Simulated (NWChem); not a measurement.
Program: NWChem. System: AlO, charge 0, spin multiplicity 2, at a geometry optimised with UB3LYP/def2-SVP. The structure started from a generated list of species. Its SCF solution wasn't tested for a lower state. Level: ULC-wPBE (omega 0.3 per bohr)/def2-TZVP.

Part of the output:

```
             Northwest Computational Chemistry Package (NWChem) 7.3.0
             --------------------------------------------------------

                                NWChem Input Module
                                -------------------

 Scaling coordinates for geometry "geometry" by  1.889725989
 (inverse scale =  0.529177249)

 Turning off AUTOSYM since
 SYMMETRY directive was detected!

                             Geometry "geometry" -> ""
                             -------------------------

 Output coordinates in angstroms (scale by  1.889725989 to convert to a.u.)

  No.       Tag          Charge          X              Y              Z
 ---- ---------------- ---------- -------------- -------------- --------------
    1 Al                  13.0000     0.00000000     0.00000000     0.62413900
    2 O                    8.0000     0.00000000     0.00000000    -1.01422600

 Effective nuclear repulsion energy (a.u.)      33.5910703024

            Nuclear Dipole moment (a.u.)
            ----------------------------
        X                 Y               Z
 ---------------- ---------------- ----------------
     0.0000000000     0.0000000000    -0.0000018897

      Symmetry information
      --------------------

 Group name             C2v
 Group number             16
 Group order               4
 No. of unique centers     2

      Symmetry unique atoms

     1    2


 Summary of "ao basis" -> "" (spherical)
 ------------------------------------------------------------------------------
       Tag                 Description            Shells   Functions and Types
 ---------------- ------------------------------  ------  ---------------------
 *                         def2-tzvp                  on all atoms

  pbe96 is a nonlocal functional; adding pw91lda local functional.

                                 NWChem DFT Module
                                 -----------------

 Summary of "ao basis" -> "ao basis" (spherical)
 ------------------------------------------------------------------------------
       Tag                 Description            Shells   Functions and Types
 ---------------- ------------------------------  ------  ---------------------
 Al                        def2-tzvp                13       37   5s5p2d1f
 O                         def2-tzvp                11       31   5s3p2d1f

 Summary of "ao basis" -> "ao basis" (spherical)
 ------------------------------------------------------------------------------
       Tag                 Description            Shells   Functions and Types
 ---------------- ------------------------------  ------  ---------------------
 Al                        def2-tzvp                13       37   5s5p2d1f
 O                         def2-tzvp                11       31   5s3p2d1f

      Symmetry analysis of basis
      --------------------------

        a1         30
        a2          6
        b1         16
        b2         16

  int_init: cando_txs set to always be  F

            General Information
            -------------------
          SCF calculation type: DFT
          Wavefunction type:  spin polarized.
          No. of atoms     :     2
          No. of electrons :    21
           Alpha electrons :    11
            Beta electrons :    10
          Charge           :     0
          Spin multiplicity:     2
          Use of symmetry is: on ; symmetry adaption is: on
          Maximum number of iterations: 100
          This is a Direct SCF calculation.
          AO basis - number of functions:    68
                     number of shells:    24
          Convergence on energy requested:  1.00D-06
          Convergence on density requested:  1.00D-05
          Convergence on gradient requested:  5.00D-04

              XC Information
              --------------
                     Hartree-Fock (Exact) Exchange  1.000
                     LC-wPBE(h)Exchange Functional  1.000
            Perdew 1991 LDA Correlation Functional  1.000 local
           PerdewBurkeErnz. Correlation Functional  1.000 non-local

           Range-Separation Parameters
           ---------------------------
           Alpha           :  0.00
           Beta            :  1.00
[...]
     6     -0.091634  1 Al px                 9     -0.074823  1 Al px
    24     -0.066009  1 Al d  1

 Vector   14  Occ=0.000000D+00  E= 8.451271D-02  Symmetry=a1
              MO Center=  9.2D-16, -3.4D-15,  7.5D-01, r^2= 5.3D+00
   Bfn.  Coefficient  Atom+Function         Bfn.  Coefficient  Atom+Function
  ----- ------------  ---------------      ----- ------------  ---------------
    20      0.927157  1 Al pz                42      0.431594  2 O  s
     5     -0.426987  1 Al s                 28      0.279975  1 Al d  0
     4     -0.168953  1 Al s                 40      0.123150  2 O  s
    23      0.116909  1 Al d  0              17      0.107797  1 Al pz
     3      0.096054  1 Al s                 45      0.091730  2 O  pz

                     DFT Final Beta Molecular Orbital Analysis
                     -----------------------------------------

 Vector    8  Occ=1.000000D+00  E=-4.041023D-01  Symmetry=a1
              MO Center=  1.1D-16,  3.0D-15, -3.6D-01, r^2= 1.9D+00
   Bfn.  Coefficient  Atom+Function         Bfn.  Coefficient  Atom+Function
  ----- ------------  ---------------      ----- ------------  ---------------
     4      0.593874  1 Al s                 45      0.321472  2 O  pz
     3     -0.292623  1 Al s                 48      0.253319  2 O  pz
    42     -0.184144  2 O  s                  5      0.173356  1 Al s
    41     -0.154072  2 O  s                 51      0.147001  2 O  pz
    40     -0.114087  2 O  s                  2      0.083619  1 Al s

 Vector    9  Occ=1.000000D+00  E=-3.666441D-01  Symmetry=b2
              MO Center= -9.7D-30, -2.8D-15, -8.2D-01, r^2= 1.0D+00
   Bfn.  Coefficient  Atom+Function         Bfn.  Coefficient  Atom+Function
  ----- ------------  ---------------      ----- ------------  ---------------
    44      0.430946  2 O  py                47      0.354112  2 O  py
    50      0.240631  2 O  py                16      0.188187  1 Al py
    19      0.108375  1 Al py                22     -0.066502  1 Al d -1
    27     -0.055461  1 Al d -1               7     -0.051777  1 Al py
    10     -0.043229  1 Al py

 Vector   10  Occ=1.000000D+00  E=-3.666441D-01  Symmetry=b1
              MO Center=  1.3D-15,  2.5D-30, -8.2D-01, r^2= 1.0D+00
   Bfn.  Coefficient  Atom+Function         Bfn.  Coefficient  Atom+Function
  ----- ------------  ---------------      ----- ------------  ---------------
    43      0.430946  2 O  px                46      0.354112  2 O  px
    49      0.240631  2 O  px                15      0.188187  1 Al px
    18      0.108375  1 Al px                24      0.066502  1 Al d  1
    29      0.055461  1 Al d  1               6     -0.051777  1 Al px
     9     -0.043229  1 Al px

 Vector   11  Occ=0.000000D+00  E=-9.096868D-02  Symmetry=a1
              MO Center= -5.4D-16, -1.9D-15,  6.0D-01, r^2= 3.2D+00
   Bfn.  Coefficient  Atom+Function         Bfn.  Coefficient  Atom+Function
  ----- ------------  ---------------      ----- ------------  ---------------
     5      0.595008  1 Al s                 45     -0.283286  2 O  pz
     4      0.274412  1 Al s                 17      0.243257  1 Al pz
    48     -0.228277  2 O  pz                51     -0.221887  2 O  pz
     3     -0.162886  1 Al s                 20      0.162972  1 Al pz
     8     -0.090858  1 Al pz                11     -0.080357  1 Al pz

 Vector   12  Occ=0.000000D+00  E= 3.587335D-02  Symmetry=b1
              MO Center= -7.3D-16, -7.1D-31,  8.3D-01, r^2= 4.5D+00
   Bfn.  Coefficient  Atom+Function         Bfn.  Coefficient  Atom+Function
  ----- ------------  ---------------      ----- ------------  ---------------
    18      0.762034  1 Al px                15      0.321768  1 Al px
    49     -0.192318  2 O  px                43     -0.173768  2 O  px
    29     -0.137773  1 Al d  1              46     -0.124705  2 O  px
     6     -0.086926  1 Al px                 9     -0.074328  1 Al px
    24     -0.038908  1 Al d  1

 Vector   13  Occ=0.000000D+00  E= 3.587335D-02  Symmetry=b2
              MO Center= -1.4D-30,  2.4D-15,  8.3D-01, r^2= 4.5D+00
   Bfn.  Coefficient  Atom+Function         Bfn.  Coefficient  Atom+Function
  ----- ------------  ---------------      ----- ------------  ---------------
    19      0.762034  1 Al py                16      0.321768  1 Al py
    50     -0.192318  2 O  py                44     -0.173768  2 O  py
    27      0.137773  1 Al d -1              47     -0.124705  2 O  py
     7     -0.086926  1 Al py                10     -0.074328  1 Al py
    22      0.038908  1 Al d -1

   alpha - beta orbital overlaps
   -----------------------------

   alpha      1      2      3      4      5      6      7      8      9     10
    beta      1      2      3      4      5      6      7      8     10      9
 overlap   1.000  1.000  1.000  1.000  1.000  1.000  1.000  0.994  1.000  1.000

   alpha     11     12     13     14     15     16     17     18     19     20
    beta     11     13     12     14     15     16     17     18     20     19
 overlap   0.993  0.996  0.996  0.990  0.990  1.000  1.000  0.989  0.986  0.986

   alpha     21     22     23     24     25     26     27     28     29     30
    beta     21     22     23     24     25     26     29     30     31     32
 overlap   0.989  0.989  0.998  0.999  0.999  0.999  0.964  0.964  0.996  0.996

   alpha     31     32     33     34     35     36     37     38     39     40
    beta     28     27     33     34     35     36     38     37     39     40
 overlap   0.964  0.964  1.000  1.000  0.991  0.990  0.997  0.997  1.000  1.000

   alpha     41     42     43     44     45     46     47     48     49     50
    beta     41     43     42     44     45     46     47     48     49     50
 overlap   1.000  1.000  1.000  1.000  1.000  1.000  1.000  1.000  1.000  1.000

   alpha     51     52     53     54     55     56     57     58     59     60
    beta     51     57     56     54     55     52     53     58     59     60
 overlap   1.000  1.000  1.000  1.000  1.000  1.000  1.000  1.000  1.000  1.000

   alpha     61     62     63     64     65     66     67     68
    beta     62     61     63     64     66     65     67     68
 overlap   1.000  1.000  0.996  0.996  1.000  1.000  1.000  1.000

     --------------------------
     Expectation value of S2:
     --------------------------
      <S2> =      0.7623 (Exact =     0.7500)

 center of mass
 --------------
 x =   0.00000000 y =   0.00000000 z =   0.02716443

 moments of inertia (a.u.)
 ------------------
          96.258034831943           0.000000000000           0.000000000000
           0.000000000000          96.258034831943           0.000000000000
           0.000000000000           0.000000000000           0.000000000000

     Multipole analysis of the density
     ---------------------------------

     L   x y z        total         alpha         beta         nuclear
     -   - - -        -----         -----         ----         -------
     0   0 0 0     -0.000000    -11.000000    -10.000000     21.000000

     1   1 0 0     -0.000000     -0.000000      0.000000      0.000000
     1   0 1 0      0.000000     -0.000000      0.000000      0.000000
     1   0 0 1      1.748955      0.293512      1.455445     -0.000002

     2   2 0 0    -11.847803     -6.709224     -5.138579      0.000000
     2   1 1 0      0.000000      0.000000      0.000000      0.000000
     2   1 0 1      0.000000     -0.000000      0.000000      0.000000
     2   0 2 0    -11.847803     -6.709224     -5.138579      0.000000
     2   0 1 1      0.000000      0.000000      0.000000      0.000000
     2   0 0 2    -13.889820    -34.852557    -26.508771     47.471509

 Task  times  cpu:       17.0s     wall:       17.0s

 Total times  cpu:       17.0s     wall:       17.0s
```

Write an NWChem input that would produce this output.

This is not unique; one that fits is 
```
start mol
memory heap 200 mb stack 900 mb global 1100 mb
geometry units angstroms nocenter noautoz
  Al     0.000000     0.000000     0.624139
  O      0.000000     0.000000    -1.014226
  symmetry group C2v
end
basis spherical
  * library def2-tzvp
end
dft
  xc xwpbe 1.00 cpbe96 1.0 hfexch 1.00
  cam 0.3 cam_alpha 0.00 cam_beta 1.00
  odft
  mult 2
  direct
  iterations 100
end
task dft energy
```
